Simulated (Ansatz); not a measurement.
Molecule: sulfur difluoride, SF2, net charge 0, singlet state. 
Structure (B3LYP-D3(BJ)/def2-TZVP (Ansatz, an electronic-structure program) minimum search):
```
S
F 1 1.6052
F 1 1.6052 2 98.75
```

Parts of the frozen-core correlation energy in STO-3G (Ansatz, hartree). Frozen orbitals: 7; correlated occupied orbitals by spin: 10 and 10; virtual: 2 and 2. No spin-orbit coupling. No relativistic terms.

| term | value |
|---|---|
| reference (HF) | -589.17127 |
| MP2 opposite-spin | -0.05252 |
| MP2 same-spin | -0.00375 |
| CCSD correlation | -0.07832 |
| (T) | -0.00154 |
| FCI minus CCSD(T) | -0.00077 |
| T1 diagnostic | 0.010 |
| largest doubles amplitude | 0.084 |
